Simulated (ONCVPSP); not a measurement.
What one change does to a pseudopotential (Ta, ONCV)

ONCVPSP 4.0.1 input, shortened (lines: element, Z, core and valence counts, functional; n l f; lmax; l rc ep ncon nbas qcut; lloc lpopt rc5 dvloc0; l nproj debl; icmod fcfact rcfact), PBEsol, fully relativistic:

```
  Ta 73.00   12    2  -116133      upf
    1    0    2.00
    2    0    2.00
    2    1    6.00
    3    0    2.00
    3    1    6.00
    3    2   10.00
    4    0    2.00
    4    1    6.00
    4    2   10.00
    4    3   14.00
    5    0    2.00
    5    1    6.00
    5    2    3.00
    6    0    2.00
    2
    0    2.65    0.00    3    7    2.50
    1    2.65    0.06    4    7    2.60
    2    2.95    0.00    4    9    5.90
    0    5    2.65    0.00
    0    0    0.90
    1    2    3.40
    2    1    2.50
    2    0.45    0.90
```

Open shells are filled in proportion to 2j + 1.

In the p channel the program set the typed energies aside and used 0.050, 3.450 Ha (j = l + 1/2; the other j can differ).

All-electron outer shells of the reference configuration (PBEsol, scalar-relativistic, ld1.x):

| shell | level (eV) | outermost node (bohr) | outermost maximum (bohr) |
| --- | --- | --- | --- |
| 4f | -24.73 | – | 0.44 |
| 6s | -5.47 | 1.32 | 2.78 |
| 5d | -3.62 | 0.65 | 1.58 |

Change: scalar-relativistic.

Cutoffs: the cutoffs (Ha) at which the residual kinetic energy of the hardest occupied pseudo-wave falls to 1 and 0.1 mHa per electron; they do not see the model core or the augmentation charge, which bear on the density cutoff. Errors are all-electron minus pseudo energies relative to the spin-unpolarised reference configuration.

Question: Predict the effect on cutoff, ghosts and configuration errors.

Answer: The potential gets neither clearly harder nor softer (11 Ha and 13 Ha → 10 Ha and 12 Ha); of the 4 tests that both files solve, the error grows in 3 and shrinks in 0 by more than 15 % and 0.3 meV (median size 11.3 → 16.6 meV); neither file shows a bound ghost.

| quantity | base | changed |
| --- | --- | --- |
| cutoff, loose | 11 Ha | 10 Ha |
| cutoff, tight | 13 Ha | 12 Ha |
| loose cutoff by channel | s 2.8 Ha, d 11 Ha | s 2.8 Ha, d 10 Ha |
| bound ghosts | none | none |
| GHOST(+) flags under 300 eV | none | none |
| error for 5d3 6s1, meV [ΔE 8.51 eV] | -0.6 | -3.7 |
| error for 5d3 6s0, meV [ΔE 23.49 → 23.48 eV] | -11 | -19 |
| error for 5d2 6s0, meV [ΔE 47.09 eV] | -173 | -183 |
| error for 5d3 6s0 6p2, meV [ΔE 8.59 → 8.66 eV] | -12 | -14 |
| s: phases at 2.69 bohr within 0.05 rad from the reference energy up to (Ha; the scan ends near 5) | 1.2 | 1.2 |
| rms error of d²Exc/dni dnj with the model core, mHa | 3.87 | 1.55 |

Base: The cutoffs count occupied waves only; projector 2 of the p channel, the hardest unoccupied one, needs 30 Ha at the loose tolerance. These tests converged, but a pseudo level misses the all-electron one widely, so the file describes the atom poorly there or has found another state: 5d3 6s0 6p2: empty 6s by 11.1 eV. Changed file: The cutoffs count occupied waves only; projector 2 of the p channel, the hardest unoccupied one, needs 29 Ha at the loose tolerance.
